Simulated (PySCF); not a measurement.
H$_{3}$BN, charge +1, singlet, at a GFN2-xTB geometry, with bond 5-2 at 2.0 times its length; R2SCAN/STO-3G (PySCF).

PySCF was given this input:
```python
from pyscf import gto, scf, dft

mol = gto.M(
    atom='''
B     0.72191147   -0.07271956    0.28604142
N    -0.47574358    0.04792259   -0.18850285
H     1.78645177   -0.17995280    0.70784191
H    -0.95409398    0.93158201   -0.39777808
H    -1.74767658   -1.49490161   -0.65299913
''',
    basis='sto-3g',
    charge=1,
    verbose=4,
)

mf = dft.RKS(mol)
mf.xc = 'r2scan'
mf.DIIS = scf.EDIIS
mf.kernel()
```

Output, abridged:

```
PySCF version 2.14.0

[INPUT] verbose = 4
[INPUT] num. atoms = 5
[INPUT] num. electrons = 14
[INPUT] charge = 1
[INPUT] spin (= nelec alpha-beta = 2S) = 0
[INPUT] symmetry False subgroup None
[INPUT] Mole.unit = angstrom
[INPUT] Symbol           X                Y                Z      unit          X                Y                Z       unit  Magmom
[...]
nuclear repulsion = 26.2101148509809
number of shells = 9
number of NR pGTOs = 39
number of NR cGTOs = 13
basis = sto-3g
ecp = {}

******** <class 'pyscf.dft.rks.RKS'> ********
method = RKS
initial guess = minao
damping factor = 0
level_shift factor = 0
DIIS = <class 'pyscf.scf.diis.EDIIS'>
diis_start_cycle = 1
diis_space = 8
diis_damp = 0
SCF conv_tol = 1e-09
SCF conv_tol_grad = None
SCF max_cycles = 50
direct_scf = True
direct_scf_tol = 1e-13
XC library pyscf.dft.libxc version 7.1.2
    S. Lehtola, C. Steigemann, M. J. T. Oliveira, and M. A. L. Marques,  SoftwareX 7, 1–5 (2018)
XC functionals = r2scan
    J. W. Furness, A. D. Kaplan, J. Ning, J. P. Perdew, and J. Sun,  J. Phys. Chem. Lett. 11, 8208–8215 (2020)
    J. W. Furness, A. D. Kaplan, J. Ning, J. P. Perdew, and J. Sun,  J. Phys. Chem. Lett. 11, 9248–9248 (2020)
    J. W. Furness, A. D. Kaplan, J. Ning, J. P. Perdew, and J. Sun,  J. Phys. Chem. Lett. 11, 8208–8215 (2020)
    J. W. Furness, A. D. Kaplan, J. Ning, J. P. Perdew, and J. Sun,  J. Phys. Chem. Lett. 11, 9248–9248 (2020)
radial grids:
    Treutler-Ahlrichs [JCP 102, 346 (1995); DOI:10.1063/1.469408] (M4) radial grids

becke partition: Becke, JCP 88, 2547 (1988); DOI:10.1063/1.454033
pruning grids: <function nwchem_prune>
grids dens level: 3
symmetrized grids: False
atomic radii adjust function: <function treutler_atomic_radii_adjust>
small_rho_cutoff = 0
Set gradient conv threshold to 3.16228e-05
Initial guess from minao.
tot grids = 57376
init E= -80.1224656034693
[...]
cycle= 1 E= -79.774030725294  delta_E= 0.348  |g|= 0.423  |ddm|= 2.73
[...]
cycle= 2 E= -78.9023528870498  delta_E= 0.872  |g|= 1.35  |ddm|=  2.5
[...]
cycle= 3 E= -79.6278373506324  delta_E= -0.725  |g|= 0.689  |ddm|= 2.81
[...]
cycle= 4 E= -79.7111784184922  delta_E= -0.0833  |g|=  0.5  |ddm|= 0.278
[...]
cycle= 5 E= -79.7111784182589  delta_E= 2.33e-10  |g|=  0.5  |ddm|= 8.3e-10
[...]
cycle= 6 E= -79.7111784189327  delta_E= -6.74e-10  |g|=  0.5  |ddm|= 2.4e-09
[...]
cycle= 7 E= -79.7111784189242  delta_E= 8.55e-12  |g|=  0.5  |ddm|= 3.06e-11
[...]
cycle= 8 E= -79.7111784161797  delta_E= 2.74e-09  |g|=  0.5  |ddm|= 9.78e-09
[...]
cycle= 9 E= -79.7111784302705  delta_E= -1.41e-08  |g|=  0.5  |ddm|= 5.02e-08
[...]
cycle= 10 E= -79.7111784190142  delta_E= 1.13e-08  |g|=  0.5  |ddm|= 4.01e-08
[...]
cycle= 11 E= -78.6699651633273  delta_E= 1.04  |g|= 1.51  |ddm|= 2.85
[...]
cycle= 12 E= -79.5994071944974  delta_E= -0.929  |g|= 0.737  |ddm|= 3.03
[...]
cycle= 13 E= -79.6758347636183  delta_E= -0.0764  |g|= 0.584  |ddm|= 0.236
[...]
cycle= 14 E= -79.6758347638221  delta_E= -2.04e-10  |g|= 0.584  |ddm|= 6.31e-10
[...]
cycle= 15 E= -79.6758347630127  delta_E= 8.09e-10  |g|= 0.584  |ddm|= 2.51e-09
[...]
cycle= 16 E= -79.6758347815771  delta_E= -1.86e-08  |g|= 0.584  |ddm|= 5.75e-08
[...]
cycle= 17 E= -79.6758347629988  delta_E= 1.86e-08  |g|= 0.584  |ddm|= 5.75e-08
[...]
cycle= 18 E= -79.6758347630153  delta_E= -1.66e-11  |g|= 0.584  |ddm|= 5.09e-11
[...]
cycle= 19 E= -79.6758347660374  delta_E= -3.02e-09  |g|= 0.584  |ddm|= 9.35e-09
[...]
cycle= 20 E= -78.4839065713318  delta_E= 1.19  |g|= 1.65  |ddm|= 3.04
[...]
cycle= 21 E= -79.5820586850485  delta_E= -1.1  |g|= 0.763  |ddm|= 3.18
[...]
cycle= 22 E= -79.6416231891078  delta_E= -0.0596  |g|= 0.656  |ddm|= 0.172
[...]
cycle= 23 E= -79.6416231896768  delta_E= -5.69e-10  |g|= 0.656  |ddm|= 1.58e-09
[...]
cycle= 24 E= -79.6416231907349  delta_E= -1.06e-09  |g|= 0.656  |ddm|= 2.94e-09
[...]
cycle= 25 E= -79.6416231831294  delta_E= 7.61e-09  |g|= 0.656  |ddm|= 2.11e-08
[...]
cycle= 26 E= -79.6416231890649  delta_E= -5.94e-09  |g|= 0.656  |ddm|= 1.65e-08
[...]
cycle= 27 E= -79.6416231931362  delta_E= -4.07e-09  |g|= 0.656  |ddm|= 1.13e-08
[...]
cycle= 28 E= -79.641623190071  delta_E= 3.07e-09  |g|= 0.656  |ddm|= 8.51e-09
[...]
cycle= 29 E= -78.3139734569364  delta_E= 1.33  |g|= 1.76  |ddm|=  3.2
[...]
cycle= 30 E= -79.5701428300412  delta_E= -1.26  |g|= 0.781  |ddm|= 3.31
[...]
cycle= 31 E= -79.6113792525572  delta_E= -0.0412  |g|= 0.713  |ddm|= 0.113
[...]
cycle= 32 E= -79.6113792515917  delta_E= 9.66e-10  |g|= 0.713  |ddm|= 2.49e-09
[...]
cycle= 33 E= -79.6113792518887  delta_E= -2.97e-10  |g|= 0.713  |ddm|= 7.67e-10
[...]
cycle= 34 E= -79.6113792524074  delta_E= -5.19e-10  |g|= 0.713  |ddm|= 1.34e-09
[...]
cycle= 35 E= -79.6113792525754  delta_E= -1.68e-10  |g|= 0.713  |ddm|= 4.33e-10
[...]
cycle= 36 E= -79.6113792526122  delta_E= -3.68e-11  |g|= 0.713  |ddm|= 9.5e-11
[...]
cycle= 37 E= -79.6113792531644  delta_E= -5.52e-10  |g|= 0.713  |ddm|= 1.43e-09
[...]
cycle= 38 E= -78.1824706878277  delta_E= 1.43  |g|= 1.83  |ddm|= 3.33
[...]
cycle= 39 E= -79.5631912809016  delta_E= -1.38  |g|= 0.791  |ddm|= 3.39
[...]
cycle= 40 E= -79.5890098434813  delta_E= -0.0258  |g|= 0.75  |ddm|= 0.0686
[...]
cycle= 41 E= -79.5890098434935  delta_E= -1.22e-11  |g|= 0.75  |ddm|= 3.01e-11
[...]
cycle= 42 E= -79.5890098434303  delta_E= 6.33e-11  |g|= 0.75  |ddm|= 1.56e-10
[...]
cycle= 43 E= -79.5890098434838  delta_E= -5.35e-11  |g|= 0.75  |ddm|= 1.33e-10
[...]
cycle= 44 E= -79.5890098339977  delta_E= 9.49e-09  |g|= 0.75  |ddm|= 2.34e-08
[...]
cycle= 45 E= -79.5890098419203  delta_E= -7.92e-09  |g|= 0.75  |ddm|= 1.96e-08
[...]
cycle= 46 E= -79.5890099198087  delta_E= -7.79e-08  |g|= 0.75  |ddm|= 1.92e-07
[...]
cycle= 47 E= -78.0942766417024  delta_E= 1.49  |g|= 1.88  |ddm|= 3.41
[...]
cycle= 48 E= -79.5594881668081  delta_E= -1.47  |g|= 0.797  |ddm|= 3.45
[...]
cycle= 49 E= -79.5745583597227  delta_E= -0.0151  |g|= 0.773  |ddm|= 0.0394
[...]
cycle= 50 E= -79.5745583602411  delta_E= -5.18e-10  |g|= 0.773  |ddm|= 1.25e-09
SCF not converged.
SCF energy = -79.5745583602411
```

The run did not converge; its last values are not results.
